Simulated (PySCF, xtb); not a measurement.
I₃Sb, SMILES [I][Sb-]([I])[I], charge -1, multiplicity 2.

Harmonic wavenumbers (cm⁻¹) from GFN2-xTB run with xtb 6.7.1 at its own minimum, in rising order: 33, 39, 48, 112, 132, 183.

Problem. What does PBE-D3(BJ)/def2-SVPD (PySCF 2.14.0) give at its own minimum? (An estimate is asked for; the answer gives what the named calculation found.)

Solution. 11, 12, 12, 111, 143, 143. Paired by order, the mean absolute difference is 23 cm⁻¹ and the zero-point energies are 0.8 and 0.6 kcal/mol.
